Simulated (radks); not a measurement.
These are the eigenvalues of the occupied orbitals of an atom or ion with whole-number occupations (eV). Calculated with a radial shooting solver on a logarithmic mesh with Libxc functionals: scalar-relativistic Kohn-Sham, exchange-only B88, spin-polarised, spherical densities, point nucleus.

| orbital | eigenvalue |
|---|---|
| 1s | -24169.91 |
| 2s | -3528.174 |
| 2p | -3163.414 |
| 3s | -635.1521 |
| 3p | -515.2830 |
| 3d | -324.7977 |
| 4s | -84.5565 |
| 4p | -50.3994 |
| 4d | -3.2684 |

Which element is it, and in what charge state? The configuration may be excited. Open shells, if any, are filled with parallel spins first.

Answer. Z = 46, palladium, charge 0: Pd in [Kr] 4d10. The list shows which subshells hold electrons but not how many an open one holds; the 1s level, -888.23 hartree, gives Z - s = 42.1 by -(Z - s)^2/2, which with screening and relativity narrows Z to a few neighbours, and the depths of the outer levels then fix element, charge and occupations together.
